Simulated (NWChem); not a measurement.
System: CH$_{5}$AlO$_{2}$S; SMILES C[S][Al]([OH])[OH]

Here is an NWChem input.

```
start job
memory heap 200 mb stack 900 mb global 1100 mb
geometry units angstroms
  Al     0.136328     0.669936     0.472829
  O      1.033252     2.028687     0.274095
  H      1.593911     2.735007    -0.006199
  O     -0.800565     0.245459     1.757549
  H     -1.261286     0.215029     2.582462
  S      0.198085    -0.765912    -1.195724
  C     -0.895590    -2.133110    -0.651894
  H     -1.294710    -1.928734     0.335110
  H     -0.302613    -3.044135    -0.627612
  H     -1.695276    -2.232498    -1.376306
end
basis spherical
  * library 6-31g*
end
dft
  xc b3lyp
  iterations 150
end
driver
  maxiter 120
end
task dft optimize
task dft freq
```

Parts of the log:

```
             Northwest Computational Chemistry Package (NWChem) 7.3.0
             --------------------------------------------------------

 C1  symmetry detected

                             Geometry "geometry" -> ""
                             -------------------------

 Output coordinates in angstroms (scale by  1.889725989 to convert to a.u.)

  No.       Tag          Charge          X              Y              Z
 ---- ---------------- ---------- -------------- -------------- --------------
    1 Al                  13.0000    -0.06060531     0.86629535    -0.00001850
    2 O                    8.0000     0.99638989     2.12046129    -0.00105975
    3 H                    1.0000     1.73578316     2.70790285    -0.00215477
    4 O                    8.0000    -1.70549571     0.91911453     0.00060966
    5 H                    1.0000    -2.61137283     1.18940672     0.00087240
    6 S                   16.0000     0.84274950    -1.14206005     0.00106686
    7 C                    6.0000    -0.59430778    -2.28046122    -0.00288143
    8 H                    1.0000    -1.52175769    -1.71922395     0.00674127
    9 H                    1.0000    -0.53019442    -2.90052783     0.88795232
   10 H                    1.0000    -0.52988798    -2.90027576    -0.88935109

 Effective nuclear repulsion energy (a.u.)     278.4950883732

                                Z-matrix (autoz)
                                --------

 Units are Angstrom for bonds and degrees for angles

      Type          Name      I     J     K     L     M      Value
      ----------- --------  ----- ----- ----- ----- ----- ----------
    1 Stretch                  1     2                       1.64017
    2 Stretch                  1     4                       1.64574
    3 Stretch                  1     6                       2.20217
    4 Stretch                  2     3                       0.94435
    5 Stretch                  4     5                       0.94534
    6 Stretch                  6     7                       1.83333
    7 Stretch                  7     8                       1.08409
    8 Stretch                  7     9                       1.08728
    9 Stretch                  7    10                       1.08358
   10 Bend                     1     2     3               168.59057
   11 Bend                     1     4     5               165.22534
   12 Bend                     1     6     7               104.16716
   13 Bend                     2     1     4               128.28458
   14 Bend                     2     1     6               115.65811
   15 Bend                     4     1     6               116.05731
   16 Bend                     6     7     8               110.43273
   17 Bend                     6     7     9               107.82646
   18 Bend                     6     7    10               108.08010
   19 Bend                     8     7     9               109.78047
   20 Bend                     8     7    10               110.74766
   21 Bend                     9     7    10               109.91139
   22 Torsion                  1     6     7     8          -0.64898
   23 Torsion                  1     6     7     9        -120.59303
   24 Torsion                  1     6     7    10         120.63617
   25 Torsion                  2     1     4     5          -0.00860
   26 Torsion                  2     1     6     7        -179.83882
   27 Torsion                  3     2     1     4        -179.84354
   28 Torsion                  3     2     1     6           0.16946
   29 Torsion                  4     1     6     7           0.17254
   30 Torsion                  5     4     1     6         179.97835

                           NWChem Geometry Optimization
                           ----------------------------

 maximum gradient threshold         (gmax) =   0.000450
 rms gradient threshold             (grms) =   0.000300
 maximum cartesian step threshold   (xmax) =   0.001800
 rms cartesian step threshold       (xrms) =   0.001200
 fixed trust radius                (trust) =   0.300000
 source of zmatrix                         =   autoz

          -------------------
          Energy Minimization
          -------------------

 Using diagonal initial Hessian
 Scaling for Hessian diagonals: bonds = 1.00  angles = 0.25  torsions = 0.10

          --------
          Step   0

                                 NWChem DFT Module
                                 -----------------

 Summary of "ao basis" -> "ao basis" (spherical)
 ------------------------------------------------------------------------------
       Tag                 Description            Shells   Functions and Types
 ---------------- ------------------------------  ------  ---------------------
 Al                          6-31g*                  8       18   4s3p1d
 O                           6-31g*                  6       14   3s2p1d
 H                           6-31g*                  2        2   2s
 S                           6-31g*                  8       18   4s3p1d
 C                           6-31g*                  6       14   3s2p1d

[...]

      ----------------------
      Optimization converged
      ----------------------

  Step       Energy      Delta E   Gmax     Grms     Xrms     Xmax
  ---- ---------------- -------- -------- -------- -------- --------
@   12    -832.31885007  3.7D-08  0.00003  0.00001  0.00014  0.00041
                                     ok       ok       ok       ok

                                Z-matrix (autoz)
                                --------

 Units are Angstrom for bonds and degrees for angles

[...]

 Rotational Constants
 --------------------
 A=   0.163909 cm-1  (  0.235824 K)
 B=   0.068130 cm-1  (  0.098021 K)
 C=   0.048570 cm-1  (  0.069880 K)

 Temperature                      =   298.15K
 frequency scaling parameter      =   1.0000

 Zero-Point correction to Energy  =   41.769 kcal/mol  (  0.066563 au)
 Thermal correction to Energy     =   47.106 kcal/mol  (  0.075068 au)
 Thermal correction to Enthalpy   =   47.698 kcal/mol  (  0.076012 au)

 Total Entropy                    =   93.425 cal/mol-K
   - Translational                =   39.929 cal/mol-K (mol. weight = 107.9826)
   - Rotational                   =   27.476 cal/mol-K (symmetry #  =        1)
   - Vibrational                  =   26.019 cal/mol-K

 Cv (constant volume heat capacity) =   26.681 cal/mol-K
   - Translational                  =    2.979 cal/mol-K
   - Rotational                     =    2.979 cal/mol-K
   - Vibrational                    =   20.723 cal/mol-K

[normal modes left out]

 ----------------------------------------------------------------------------
 Normal Eigenvalue ||           Projected Infra Red Intensities
  Mode   [cm**-1]  || [atomic units] [(debye/angs)**2] [(KM/mol)] [arbitrary]
 ------ ---------- || -------------- ----------------- ---------- -----------
    1       -0.000 ||    0.000012           0.000         0.012       0.003
    2       -0.000 ||    0.000001           0.000         0.001       0.000
    3        0.000 ||    0.000033           0.001         0.032       0.008
    4        0.000 ||    0.000031           0.001         0.031       0.007
    5        0.000 ||    0.000061           0.001         0.060       0.015
    6        0.000 ||    0.000003           0.000         0.003       0.001
    7       11.878 ||    0.001116           0.026         1.088       0.265
    8       65.293 ||    0.010658           0.246        10.390       2.534
    9      120.776 ||    0.006522           0.150         6.358       1.551
   10      208.816 ||    0.021355           0.493        20.818       5.078
   11      234.227 ||    0.000001           0.000         0.001       0.000
   12      237.964 ||    0.009409           0.217         9.172       2.237
   13      265.161 ||    0.220673           5.091       215.123      52.474
   14      321.057 ||    0.084808           1.957        82.675      20.167
   15      460.896 ||    0.026393           0.609        25.730       6.276
   16      653.538 ||    0.191515           4.418       186.698      45.540
   17      680.494 ||    0.182092           4.201       177.512      43.299
   18      683.111 ||    0.013015           0.300        12.688       3.095
   19      813.552 ||    0.194085           4.478       189.203      46.151
   20      928.072 ||    0.093264           2.152        90.919      22.177
   21      994.183 ||    0.007097           0.164         6.919       1.688
   22     1013.975 ||    0.006383           0.147         6.223       1.518
   23     1393.873 ||    0.013501           0.311        13.162       3.210
   24     1514.686 ||    0.004163           0.096         4.058       0.990
   25     1516.656 ||    0.005018           0.116         4.892       1.193
   26     3084.529 ||    0.025194           0.581        24.560       5.991
   27     3170.611 ||    0.006022           0.139         5.870       1.432
   28     3183.890 ||    0.001142           0.026         1.113       0.272
   29     3830.776 ||    0.068423           1.579        66.702      16.270
   30     3843.608 ||    0.069632           1.606        67.880      16.558
 ----------------------------------------------------------------------------
```

Level: B3LYP/6-31G* (spherical d).
